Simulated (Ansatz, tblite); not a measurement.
Species of one formula, C$_{2}$H$_{8}$GeO (singlet), each relaxed with PBE-D4/def2-SVP in Ansatz.

The xTB rows come from tblite. LC-ωPBE has ω = 0.4 bohr⁻¹. Correlated methods freeze 12 core orbitals; core or outer-core shells of Ge are correlated, in sets that lack core-valence functions.

Other spin states weren't relaxed.

A: GeH2Me(OMe) (C₂H₈GeO)

```xyz
12

C    -1.898   -0.534   -0.948
C     2.109    0.430    0.338
Ge   -0.630   -0.006    0.436
O     0.968    0.069   -0.408
H    -0.531   -1.050    1.592
H    -0.941    1.403    1.032
H    -2.917   -0.626   -0.524
H    -1.599   -1.509   -1.378
H    -1.912    0.223   -1.755
H     2.035    1.454    0.781
H     2.989    0.424   -0.340
H     2.327   -0.279    1.175
```

B: Ge(OEt)H3 (C2H8GeO)

Cartesian coordinates in Å:
```
C 0.1684 -0.2865 0.6063
C 1.6207 -0.4798 1.0110
Ge -1.4844 0.6698 -1.4081
O 0.1277 0.3391 -0.6693
H -0.3602 0.3325 1.3746
H -0.3541 -1.2763 0.5862
H 1.6924 -0.9647 2.0057
H 2.1476 -1.1146 0.2707
H 2.1428 0.4970 1.0569
H -1.1522 1.3435 -2.7576
H -2.2994 1.6126 -0.4742
H -2.2492 -0.6727 -1.6022
```

Task: Estimate their order by electronic energy at r2SCAN0-D4/def2-TZVP, counted from the lowest.

Result: A (0.0) < B (5.6), in kcal/mol.

Task: Do the other levels pick the same lowest one?

Result: Not GFN1-xTB, GFN2-xTB. Energies above each level's lowest (kcal/mol):

```tsv
level	A	B
GFN1-xTB	4.6	0.0
GFN2-xTB	4.2	0.0
HF/STO-3G	0.0	7.0
HF/def2-SVP	0.0	3.4
HF/def2-TZVP	0.0	4.7
PBE-D4/def2-SVP	0.0	3.7
PBE-D4/def2-TZVP	0.0	5.5
r2SCAN-D4/def2-TZVP	0.0	5.6
B97M-V/def2-TZVP	0.0	4.4
PBE0-D4/def2-SVP	0.0	4.0
PBE0-D4/def2-TZVP	0.0	5.5
r2SCAN0-D4/def2-TZVP	0.0	5.6
LC-ωPBE/def2-TZVP	0.0	5.5
MP2/def2-SVP	0.0	3.4
MP2/def2-TZVP	0.0	6.6
CCSD/def2-SVP	0.0	2.8
CCSD(T)/def2-SVP	0.0	2.6
```
Point groups (tolerance 0.1 Å): A Cs, B not assigned.
